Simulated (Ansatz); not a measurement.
## Ansatz (development build ahead of 0.2.0) run

```yaml
crystal:
  periodic: [false, false, false]
  atoms:
    - { symbol: B, position_ang: [1.43, 0.0, 0.0] }
    - { symbol: "N", position_ang: [0.715, 1.23842, 0.0] }
    - { symbol: B, position_ang: [-0.715, 1.23842, 0.0] }
    - { symbol: "N", position_ang: [-1.43, 0.0, 0.0] }
    - { symbol: B, position_ang: [-0.715, -1.23842, 0.0] }
    - { symbol: "N", position_ang: [0.715, -1.23842, 0.0] }
    - { symbol: H, position_ang: [2.63, 0.0, 0.0] }
    - { symbol: H, position_ang: [1.2225, 2.11743, 0.0] }
    - { symbol: H, position_ang: [-1.315, 2.27765, 0.0] }
    - { symbol: H, position_ang: [-2.445, 0.0, 0.0] }
    - { symbol: H, position_ang: [-1.315, -2.27765, 0.0] }
    - { symbol: H, position_ang: [1.2225, -2.11743, 0.0] }
basis:
  gaussian: { orbitals: def2-SVP }
hamiltonian:
  xc: hf
correlation:
  method: mp2
  frozen_orbitals: { B: 1, H: 0, "N": 1 }
```

The input is written out in the form of the current development build from the run's settings.

Results

```
Converged                       : yes
Reference energy                : -240.97993 hartree
Correlation energy              : -0.73617 hartree
Total energy                    : -241.71610 hartree
Spin squared of the determinant : 0.000
```
